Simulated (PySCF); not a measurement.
Polarisability and C₆ of Cr³⁺ (chromium, charge +3)

[Ar] 3d3, high-spin 4F determinant. Computed with PySCF 2.14 in dyall-av2z (16s12p7d2f, 101 functions), with no relativity, point nucleus. Coupled (time-dependent) response in atomic units; α is the mean over directions. A double-zeta set is small for polarisabilities.

```csv
method,mean α (bohr³),C₆ (like pair),S(−4)
UHF,1.852,4.580,1.008
PBE,2.092,5.182,1.642
PBE0,2.005,4.962,1.388
```

S(−4) is the Cauchy moment in α(ω) = α(0) + S(−4) ω² + …

α(iu) at UHF:

```
u (hartree)  α(iu) (bohr³)
          0          1.852
     0.0500          1.850
      0.100          1.842
      0.200          1.813
      0.300          1.769
      0.500          1.652
      0.750          1.485
       1.00          1.322
       1.50          1.042
       2.00         0.8272
       3.00         0.5465
       5.00         0.2835
```

A single London oscillator, α(iu) = α/(1 + u²/ω²), gives C₆ = (3/4) ω α². Matching the computed C₆ needs ω = 4 × 4.580 / (3 × 1.852²) = 1.78 hartree.

For an ion, C₆ is the dispersion term alone; charge-induced terms of lower order in 1/R come first.
